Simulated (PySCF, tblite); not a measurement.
Isomers of C7H8ClO (doublet state). Calculated harmonic vibrations of the isolated species, GFN2-xTB (tblite), most abundant isotopes, no scaling. The method is semi-empirical: single wavenumbers can be off by several per cent or more. One conformer each. Open shells enter through the occupations alone, without spin polarisation, and single modes of such species can be off by tens of per cent.

Electronic energies: B3LYP/pcH-1 single points on the GFN2-xTB geometries (PySCF, gas phase).

| SMILES | electronic energy, lowest = 0 (kJ/mol) |
| --- | --- |
| C=C[C@@H]1C(=O)[CH]C[C@H]1Cl | 0.0 |
| C=C[C@@H](C)[C]1O/C1=C/Cl | 255.1 |
| [H]/[C]=C\[C@@H]1C(=O)CC[C@H]1Cl | 92.3 |
| [H]/[C]=C\[C@@H](C)[C@@H]1O/C1=C/Cl | 303.0 |
| C=[C][C@@H](C)[C@@H]1O/C1=C/Cl | 284.4 |

How do GFN2-xTB zero-point energies change the relative energies?

```json
{"SMILES": "C=C[C@@H]1C(=O)[CH]C[C@H]1Cl", "ZPE (kJ/mol)": "334.6", "of it from modes above 1550 cm⁻¹": "164.4", "electronic (kJ/mol)": "0.0", "with ZPE, lowest = 0 (kJ/mol)": "0.0", "lowest mode (cm⁻¹)": "40", "rings": "1"}
{"SMILES": "[H]/[C]=C\\[C@@H]1C(=O)CC[C@H]1Cl", "ZPE (kJ/mol)": "334.8", "of it from modes above 1550 cm⁻¹": "165.5", "electronic (kJ/mol)": "92.3", "with ZPE, lowest = 0 (kJ/mol)": "92.5", "lowest mode (cm⁻¹)": "61", "rings": "1"}
{"SMILES": "C=C[C@@H](C)[C]1O/C1=C/Cl", "ZPE (kJ/mol)": "330.0", "of it from modes above 1550 cm⁻¹": "167.9", "electronic (kJ/mol)": "255.1", "with ZPE, lowest = 0 (kJ/mol)": "250.5", "lowest mode (cm⁻¹)": "25", "rings": "1"}
{"SMILES": "C=[C][C@@H](C)[C@@H]1O/C1=C/Cl", "ZPE (kJ/mol)": "328.0", "of it from modes above 1550 cm⁻¹": "166.2", "electronic (kJ/mol)": "284.4", "with ZPE, lowest = 0 (kJ/mol)": "277.8", "lowest mode (cm⁻¹)": "43", "rings": "1"}
{"SMILES": "[H]/[C]=C\\[C@@H](C)[C@@H]1O/C1=C/Cl", "ZPE (kJ/mol)": "329.3", "of it from modes above 1550 cm⁻¹": "167.6", "electronic (kJ/mol)": "303.0", "with ZPE, lowest = 0 (kJ/mol)": "297.8", "lowest mode (cm⁻¹)": "32", "rings": "1"}
```

The zero-point energies span 6.8 kJ/mol, from `C=[C][C@@H](C)[C@@H]1O/C1=C/Cl` to `[H]/[C]=C\[C@@H]1C(=O)CC[C@H]1Cl`. The order is unchanged.

And how do the electronic energies of GFN2-xTB itself compare?

`C=C[C@@H]1C(=O)[CH]C[C@H]1Cl` 0.0; `[H]/[C]=C\[C@@H]1C(=O)CC[C@H]1Cl` 83.0; `C=C[C@@H](C)[C]1O/C1=C/Cl` 196.1; `C=[C][C@@H](C)[C@@H]1O/C1=C/Cl` 231.3; `[H]/[C]=C\[C@@H](C)[C@@H]1O/C1=C/Cl` 249.0 kJ/mol, lowest = 0. Against the energies above, taken from the same isomer `C=C[C@@H]1C(=O)[CH]C[C@H]1Cl`, the largest difference is 59.0 kJ/mol.

What do entropy and thermal enthalpy add at 298.15 K and 1 bar (rigid rotor, harmonic oscillator, one conformer each)?

| SMILES | point group | symmetry number | S (J/(mol K)) | H − H(0) (kJ/mol) | ZPE + H − H(0) − TS (kJ/mol) |
| --- | --- | --- | --- | --- | --- |
| C=C[C@@H]1C(=O)[CH]C[C@H]1Cl | C1 | 1 | 407.2 | 26.52 | 239.7 |
| [H]/[C]=C\[C@@H]1C(=O)CC[C@H]1Cl | C1 | 1 | 401.1 | 26.42 | 241.6 |
| C=[C][C@@H](C)[C@@H]1O/C1=C/Cl | C1 | 1 | 434.2 | 30.08 | 228.6 |
| [H]/[C]=C\[C@@H](C)[C@@H]1O/C1=C/Cl | C1 | 1 | 433.7 | 29.65 | 229.7 |

S holds R ln(2S + 1) for the spin.

Not tabulated: `C=C[C@@H](C)[C]1O/C1=C/Cl` (lowest mode only 25 cm⁻¹).
